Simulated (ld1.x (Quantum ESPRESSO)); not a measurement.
Reading a pseudo-wave (calcium (Ca))

Columns: radius, all-electron u(r) and pseudo u(r) of the 3d shell (level -2.50 eV) of calcium in the configuration [Ne] 3s2 3p6 3d0 4s1.5 4p0.5; PBE, scalar-relativistic, TM semilocal scheme, ld1.x (Quantum ESPRESSO) 7.5.

| r (bohr) | all-electron | pseudo |
| --- | --- | --- |
| 0.143 | 0.0390 | 0.0055 |
| 0.285 | 0.1561 | 0.0410 |
| 0.428 | 0.2935 | 0.1241 |
| 0.570 | 0.4138 | 0.2505 |
| 0.713 | 0.5082 | 0.3992 |
| 0.855 | 0.5745 | 0.5370 |
| 0.998 | 0.6156 | 0.6394 |
| 1.140 | 0.6358 | 0.6940 |
| 1.283 | 0.6406 | 0.7058 |
| 1.425 | 0.6346 | 0.6883 |
| 1.568 | 0.6212 | 0.6563 |
| 1.710 | 0.6031 | 0.6213 |
| 1.853 | 0.5820 | 0.5890 |
| 1.995 | 0.5595 | 0.5612 |
| 2.138 | 0.5362 | 0.5364 |
| 2.280 | 0.5131 | 0.5131 |
| 2.423 | 0.4902 | 0.4902 |
| 2.565 | 0.4682 | 0.4682 |
| 2.708 | 0.4470 | 0.4470 |
| 2.850 | 0.4271 | 0.4271 |
| 2.992 | 0.4082 | 0.4082 |
| 3.135 | 0.3900 | 0.3900 |
| 3.278 | 0.3726 | 0.3726 |
| 3.420 | 0.3560 | 0.3560 |
| 3.563 | 0.3398 | 0.3398 |
| 3.705 | 0.3243 | 0.3243 |

(1) How many radial nodes do the two functions have?

(2) At about which radius was the pseudo-wave matched?

(3) Where does each function peak?

(4) Is the pseudo-wave norm-conserving?

Results:

(1) The all-electron 3d function has n − l − 1 = 0; the pseudo-wave has 0.

(2) 2.35 bohr. The columns agree to 0.0005 from 2.14 bohr on; several derivatives are matched, so the curves merge somewhat inside the radius.

(3) Outermost all-electron maximum near 1.28 bohr, pseudo maximum near 1.28 bohr (to the table’s step).

(4) Yes: the TM semilocal scheme keeps the norm inside the radius equal to the all-electron one, which fixes the energy derivative of the logarithmic derivative at the level.
